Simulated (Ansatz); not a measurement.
Ansatz (a program for electronic structure) input (B3LYP-D3(BJ)/def2-TZVP):

Ansatz 0.2 input:
```yaml
crystal:
  periodic: [false, false, false]
  atoms:
    - {symbol: C, position_ang: [-1.38187896, 0.21027311, -0.03119273]}
    - {symbol: C, position_ang: [-0.06888890, -0.05597788, -0.00856322]}
    - {symbol: C, position_ang: [1.13990862, 0.30739438, 0.03665731]}
    - {symbol: O, position_ang: [2.36743335, 0.28743959, 0.06994241]}
    - {symbol: H, position_ang: [-1.99591282, -0.73636371, -0.08285289]}
basis:
  gaussian:
    orbitals: def2-TZVP
hamiltonian:
  xc: b3lyp
  dispersion: d3bj
total_charge: -1
relax: {f_tol: 0.002, max_steps: 150}
```

Output:

```
Functional definition: B3LYP
integrals: 0.03 GiB planned
735 factors; their error is unknown
mean field: 0.37 GiB planned
mean field evaluation 1: about -5167.9594 eV, gradient 4.5e1 eV
mean field evaluation 2: about -5134.0360 eV, gradient 1.2e2 eV
mean field evaluation 4: about -5173.2314 eV, gradient 8.0e0 eV
mean field evaluation 8: about -5173.3951 eV, gradient 2.0e-1 eV
mean field evaluation 16: about -5173.4017 eV, gradient 7.7e-4 eV
mean field -5173.40173360 eV, -190.1190070520 hartree, gradient 2.6e-5 eV, S^2 0.000000; 0 other end points of the search recorded, 0 dependent functions left out
the calculation of the forces begins
reference -5173.40192832 eV, -190.1190142081 hartree; 14, 14 occupied and 116, 116 virtual orbitals, 735 factors
relax step   1: F+E_penalty+E_count = -5173.53060043 eV  Δ(F+E_penalty+E_count) = +0.000e0 eV  max|allowed force component| = 3.110e0 eV/Å  Δτ_max = 0.0000 Å  (31 SCF iters, accepted)
these checks for a lower state are left out or cut short: starts, cluster_reference, orbital_swaps, neighbouring_geometries, increment
integrals: 0.03 GiB planned
735 factors; their error is unknown
mean field: 0.37 GiB planned
mean field -5173.44892877 eV, -190.1207414425 hartree, gradient 9.5e-6 eV, S^2 0.000000; 0 other end points of the search recorded, 0 dependent functions left out
the calculation of the forces begins
reference -5173.44912296 eV, -190.1207485791 hartree; 14, 14 occupied and 116, 116 virtual orbitals, 735 factors
relax step   2: F+E_penalty+E_count = -5173.57747395 eV  Δ(F+E_penalty+E_count) = -4.687e-2 eV  max|allowed force component| = 8.196e-1 eV/Å  Δτ_max = 0.0183 Å  (37 SCF iters, accepted)
these checks for a lower state are left out or cut short: starts, cluster_reference, orbital_swaps, neighbouring_geometries, increment
integrals: 0.03 GiB planned
735 factors; their error is unknown
mean field: 0.37 GiB planned
mean field evaluation 32: about -5173.4571 eV, gradient 1.0e-5 eV
mean field -5173.45713713 eV, -190.1210430944 hartree, gradient 1.0e-5 eV, S^2 0.000000; 0 other end points of the search recorded, 0 dependent functions left out
the calculation of the forces begins
reference -5173.45733091 eV, -190.1210502155 hartree; 14, 14 occupied and 116, 116 virtual orbitals, 735 factors
relax step   3: F+E_penalty+E_count = -5173.58565080 eV  Δ(F+E_penalty+E_count) = -8.177e-3 eV  max|allowed force component| = 2.920e-1 eV/Å  Δτ_max = 0.0190 Å  (37 SCF iters, accepted)
these checks for a lower state are left out or cut short: starts, cluster_reference, orbital_swaps, neighbouring_geometries, increment
integrals: 0.03 GiB planned
735 factors; their error is unknown
mean field: 0.37 GiB planned
mean field -5173.46076712 eV, -190.1211764941 hartree, gradient 9.6e-6 eV, S^2 0.000000; 0 other end points of the search recorded, 0 dependent functions left out
the calculation of the forces begins
reference -5173.46096081 eV, -190.1211836120 hartree; 14, 14 occupied and 116, 116 virtual orbitals, 735 factors
relax step   4: F+E_penalty+E_count = -5173.58922297 eV  Δ(F+E_penalty+E_count) = -3.572e-3 eV  max|allowed force component| = 3.626e-1 eV/Å  Δτ_max = 0.0144 Å  (36 SCF iters, accepted)
these checks for a lower state are left out or cut short: starts, cluster_reference, orbital_swaps, neighbouring_geometries, increment
integrals: 0.03 GiB planned
735 factors; their error is unknown
mean field: 0.37 GiB planned
mean field -5173.46964610 eV, -190.1215027905 hartree, gradient 1.8e-5 eV, S^2 0.000000; 0 other end points of the search recorded, 0 dependent functions left out
the calculation of the forces begins
reference -5173.46983960 eV, -190.1215099016 hartree; 14, 14 occupied and 116, 116 virtual orbitals, 735 factors
relax step   5: F+E_penalty+E_count = -5173.59800463 eV  Δ(F+E_penalty+E_count) = -8.782e-3 eV  max|allowed force component| = 4.613e-1 eV/Å  Δτ_max = 0.0503 Å  (36 SCF iters, accepted)
these checks for a lower state are left out or cut short: starts, cluster_reference, orbital_swaps, neighbouring_geometries, increment
integrals: 0.03 GiB planned
735 factors; their error is unknown
mean field: 0.37 GiB planned
mean field -5173.46988503 eV, -190.1215115710 hartree, gradient 2.6e-5 eV, S^2 0.000000; 0 other end points of the search recorded, 0 dependent functions left out
the calculation of the forces begins
reference -5173.47007847 eV, -190.1215186799 hartree; 14, 14 occupied and 116, 116 virtual orbitals, 735 factors
relax step   6: F+E_penalty+E_count = -5173.59828304 eV  Δ(F+E_penalty+E_count) = -2.784e-4 eV  max|allowed force component| = 4.431e-1 eV/Å  Δτ_max = 0.0032 Å  (37 SCF iters, accepted)
these checks for a lower state are left out or cut short: starts, cluster_reference, orbital_swaps, neighbouring_geometries, increment
integrals: 0.03 GiB planned
735 factors; their error is unknown
mean field: 0.37 GiB planned
mean field -5173.47006653 eV, -190.1215182409 hartree, gradient 1.2e-5 eV, S^2 0.000000; 0 other end points of the search recorded, 0 dependent functions left out
the calculation of the forces begins
reference -5173.47025966 eV, -190.1215253385 hartree; 14, 14 occupied and 116, 116 virtual orbitals, 735 factors
relax step   7: F+E_penalty+E_count = -5173.59845970 eV  Δ(F+E_penalty+E_count) = -1.767e-4 eV  max|allowed force component| = 3.198e-1 eV/Å  Δτ_max = 0.0324 Å  (36 SCF iters, accepted)
these checks for a lower state are left out or cut short: starts, cluster_reference, orbital_swaps, neighbouring_geometries, increment
integrals: 0.03 GiB planned
735 factors; their error is unknown
mean field: 0.37 GiB planned
mean field evaluation 64: about -5173.4736 eV, gradient 3.7e-1 eV
mean field -5173.47375502 eV, -190.1216537905 hartree, gradient 9.5e-6 eV, S^2 0.000000; 0 other end points of the search recorded, 0 dependent functions left out
the calculation of the forces begins
reference -5173.47394768 eV, -190.1216608707 hartree; 14, 14 occupied and 116, 116 virtual orbitals, 735 factors
relax step   8: F+E_penalty+E_count = -5173.60228912 eV  Δ(F+E_penalty+E_count) = -3.829e-3 eV  max|allowed force component| = 1.307e-1 eV/Å  Δτ_max = 0.0235 Å  (37 SCF iters, accepted)
these checks for a lower state are left out or cut short: starts, cluster_reference, orbital_swaps, neighbouring_geometries, increment
integrals: 0.03 GiB planned
735 factors; their error is unknown
mean field: 0.37 GiB planned
mean field -5173.47484239 eV, -190.1216937508 hartree, gradient 2.6e-5 eV, S^2 0.000000; 0 other end points of the search recorded, 0 dependent functions left out
the calculation of the forces begins
reference -5173.47503520 eV, -190.1217008361 hartree; 14, 14 occupied and 116, 116 virtual orbitals, 735 factors
relax step   9: F+E_penalty+E_count = -5173.60327983 eV  Δ(F+E_penalty+E_count) = -9.907e-4 eV  max|allowed force component| = 1.652e-2 eV/Å  Δτ_max = 0.0053 Å  (38 SCF iters, accepted)
these checks for a lower state are left out or cut short: starts, cluster_reference, orbital_swaps, neighbouring_geometries, increment
integrals: 0.03 GiB planned
735 factors; their error is unknown
mean field: 0.37 GiB planned
mean field -5173.47485615 eV, -190.1216942565 hartree, gradient 2.5e-5 eV, S^2 0.000000; 0 other end points of the search recorded, 0 dependent functions left out
the calculation of the forces begins
reference -5173.47504903 eV, -190.1217013445 hartree; 14, 14 occupied and 116, 116 virtual orbitals, 735 factors
relax step  10: F+E_penalty+E_count = -5173.60325667 eV  Δ(F+E_penalty+E_count) = +2.316e-5 eV  max|allowed force component| = 9.041e-2 eV/Å  Δτ_max = 0.0032 Å  (38 SCF iters, rejected (line search))
these checks for a lower state are left out or cut short: starts, cluster_reference, orbital_swaps, neighbouring_geometries, increment
integrals: 0.03 GiB planned
735 factors; their error is unknown
mean field: 0.37 GiB planned
mean field -5173.47489679 eV, -190.1216957497 hartree, gradient 2.4e-5 eV, S^2 0.000000; 0 other end points of the search recorded, 0 dependent functions left out
the calculation of the forces begins
reference -5173.47508959 eV, -190.1217028349 hartree; 14, 14 occupied and 116, 116 virtual orbitals, 735 factors
relax step  11: F+E_penalty+E_count = -5173.60332037 eV  Δ(F+E_penalty+E_count) = -4.055e-5 eV  max|allowed force component| = 1.350e-2 eV/Å  Δτ_max = 0.0016 Å  (38 SCF iters, accepted)
these checks for a lower state are left out or cut short: starts, cluster_reference, orbital_swaps, neighbouring_geometries, increment
integrals: 0.03 GiB planned
735 factors; their error is unknown
mean field: 0.37 GiB planned
mean field evaluation 96: about -5173.4749 eV, gradient 2.4e-5 eV
mean field -5173.47489629 eV, -190.1216957313 hartree, gradient 2.4e-5 eV, S^2 0.000000; 0 other end points of the search recorded, 0 dependent functions left out
the calculation of the forces begins
reference -5173.47508909 eV, -190.1217028168 hartree; 14, 14 occupied and 116, 116 virtual orbitals, 735 factors
relax step  12: F+E_penalty+E_count = -5173.60332803 eV  Δ(F+E_penalty+E_count) = -7.658e-6 eV  max|allowed force component| = 1.864e-2 eV/Å  Δτ_max = 0.0042 Å  (38 SCF iters, accepted)
these checks for a lower state are left out or cut short: starts, cluster_reference, orbital_swaps, neighbouring_geometries, increment
integrals: 0.03 GiB planned
735 factors; their error is unknown
mean field: 0.37 GiB planned
mean field -5173.47492242 eV, -190.1216966916 hartree, gradient 2.4e-5 eV, S^2 0.000000; 0 other end points of the search recorded, 0 dependent functions left out
the calculation of the forces begins
reference -5173.47511520 eV, -190.1217037761 hartree; 14, 14 occupied and 116, 116 virtual orbitals, 735 factors
relax step  13: F+E_penalty+E_count = -5173.60333993 eV  Δ(F+E_penalty+E_count) = -1.190e-5 eV  max|allowed force component| = 2.412e-3 eV/Å  Δτ_max = 0.0021 Å  (38 SCF iters, accepted)
these checks for a lower state are left out or cut short: starts, cluster_reference, orbital_swaps, neighbouring_geometries, increment
integrals: 0.03 GiB planned
735 factors; their error is unknown
mean field: 0.37 GiB planned
mean field -5173.47491451 eV, -190.1216964010 hartree, gradient 2.3e-5 eV, S^2 0.000000; 0 other end points of the search recorded, 0 dependent functions left out
the calculation of the forces begins
reference -5173.47510727 eV, -190.1217034848 hartree; 14, 14 occupied and 116, 116 virtual orbitals, 735 factors
relax step  14: F+E_penalty+E_count = -5173.60333906 eV  Δ(F+E_penalty+E_count) = +8.702e-7 eV  max|allowed force component| = 9.497e-3 eV/Å  Δτ_max = 0.0006 Å  (36 SCF iters, rejected (line search))
these checks for a lower state are left out or cut short: starts, cluster_reference, orbital_swaps, neighbouring_geometries, increment
integrals: 0.03 GiB planned
735 factors; their error is unknown
mean field: 0.37 GiB planned
mean field -5173.47491909 eV, -190.1216965693 hartree, gradient 2.3e-5 eV, S^2 0.000000; 0 other end points of the search recorded, 0 dependent functions left out
the calculation of the forces begins
reference -5173.47511186 eV, -190.1217036534 hartree; 14, 14 occupied and 116, 116 virtual orbitals, 735 factors
relax step  15: F+E_penalty+E_count = -5173.60334098 eV  Δ(F+E_penalty+E_count) = -1.053e-6 eV  max|allowed force component| = 1.337e-3 eV/Å  Δτ_max = 0.0003 Å  (37 SCF iters, accepted)
integrals: 0.03 GiB planned
735 factors; their error is unknown
mean field: 0.37 GiB planned
mean field evaluation 128: about -5173.3793 eV, gradient 6.5e0 eV
mean field -5173.47491909 eV, -190.1216965693 hartree, gradient 2.3e-5 eV, S^2 0.000000; 1 other end points of the search recorded, 0 dependent functions left out
the calculation of the forces begins
reference -5173.47511186 eV, -190.1217036534 hartree; 14, 14 occupied and 116, 116 virtual orbitals, 735 factors
Total energy: -5173.60353375 eV, -190.1264230709 hartree
Atom 0 at    -1.435811     0.220645    -0.032674 Å, force     0.000072     0.000022     0.000022 eV/Å
Atom 1 at    -0.100800     0.059449    -0.004023 Å, force    -0.001125    -0.000116     0.000303 eV/Å
Atom 2 at     1.156410     0.248330     0.035855 Å, force     0.001337     0.000148    -0.000500 eV/Å
Atom 3 at     2.368180     0.265426     0.067998 Å, force    -0.000351    -0.000028     0.000232 eV/Å
Atom 4 at    -1.927318    -0.781085    -0.083165 Å, force     0.000067    -0.000026    -0.000058 eV/Å
Dipole moment:     0.494185    -0.260756     0.003059 e Å
```

It need not be the lowest isomer of its formula. Whether it binds its extra electron was not tested at this geometry.
